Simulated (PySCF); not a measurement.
**Dipole response of Co²⁺ (cobalt, charge +2)**

[Ar] 3d7, high-spin 4F determinant. All numbers are calculated (PySCF 2.14, no relativity, point nucleus, in dyall-av2z). Coupled (time-dependent) response in atomic units; α is the mean over directions. A double-zeta set is small for polarisabilities.

```
method  mean α (bohr³)  C₆ (like pair)  S(−4)
 HSE06           3.304           9.242  5.869
```

S(−4) is the Cauchy moment in α(ω) = α(0) + S(−4) ω² + …

α(iu) at HSE06:

```json
{"u (hartree)": "0", "α(iu) (bohr³)": "3.304"}
{"u (hartree)": "0.0500", "α(iu) (bohr³)": "3.290"}
{"u (hartree)": "0.100", "α(iu) (bohr³)": "3.247"}
{"u (hartree)": "0.200", "α(iu) (bohr³)": "3.097"}
{"u (hartree)": "0.300", "α(iu) (bohr³)": "2.895"}
{"u (hartree)": "0.500", "α(iu) (bohr³)": "2.478"}
{"u (hartree)": "0.750", "α(iu) (bohr³)": "2.052"}
{"u (hartree)": "1.00", "α(iu) (bohr³)": "1.730"}
{"u (hartree)": "1.50", "α(iu) (bohr³)": "1.277"}
{"u (hartree)": "2.00", "α(iu) (bohr³)": "0.9790"}
{"u (hartree)": "3.00", "α(iu) (bohr³)": "0.6296"}
{"u (hartree)": "5.00", "α(iu) (bohr³)": "0.3326"}
```

For an ion, C₆ is the dispersion term alone; charge-induced terms of lower order in 1/R come first.
